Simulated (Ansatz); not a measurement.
`[SiH3][O][GeH3]` + `C=CNC` → `C=CN(C)[SiH3]` + `[OH][GeH3]` at 500 K and 1 bar (ligand exchange at the Si–O bond).

Program: Ansatz. Geometries: PBE0-D4/def2-TZVP. ΔE: electronic, gas phase. CCSD(T)/CBS adds triple-zeta CCSD(T) − MP2 to the extrapolated MP2 energy (def2 sets, frozen cores). For Ge outer-core shells are correlated without core-valence functions, which leaves a few kJ/mol of doubt a bond. Scalar relativity is left out up to krypton. Each species was taken in one conformer, which may not be the lowest.

```csv
species,CCSD(T)/CBS energy (Eh),H − E (kJ/mol),S (J/(mol·K))
`[SiH3][O][GeH3]`,-2444.01593,179.6,400.6
`C=CNC`,-173.03872,292.4,346.7
`C=CN(C)[SiH3]`,-463.34009,346.3,419.0
`[OH][GeH3]`,-2153.69723,124.0,309.0
```

H − E and S are ideal-gas, rigid-rotor, harmonic terms from PBE0-D4/def2-TZVP, for one conformer and one mirror image of each species. 1 Eh = 2625.50 kJ/mol, R = 8.31446 J/(mol·K).

By hand: ΔE, ΔH, ΔS and ΔG.

ΔE = (-463.34009) + (-2153.69723) − (-2444.01593) − (-173.03872) = 0.01733 Eh = 45.5 kJ/mol. Δ(H − E) = 346.3 + 124.0 − 179.6 − 292.4 = -1.7, so ΔH = 43.8 kJ/mol. ΔS = 419.0 + 309.0 − 400.6 − 346.7 = -19.3 J/(mol·K). ΔG = 43.8 − 500 × (-19.3)/1000 = 53.4 kJ/mol.

By hand: the equilibrium constant, and the temperature at which ΔG would vanish if ΔH and ΔS stayed fixed.

log₁₀ K = −ΔG/(RT ln 10) = -5.6. ΔH and −TΔS have one sign here, so there is no such temperature.

ΔH outweighs TΔS. A doubt of 5 kJ/mol in ΔE shifts log₁₀ K by 0.5 here. Other conformers and mirror images would add mixing entropy, several J/(mol·K) or more a flexible species. Modes under 60 cm⁻¹, often nearly free rotors, make the harmonic entropy too high. These are equilibria of isolated gas molecules and say nothing of rates. Largest T1 diagnostic: 0.012 (customary marks: 0.02 for closed shells, 0.045 for open ones).
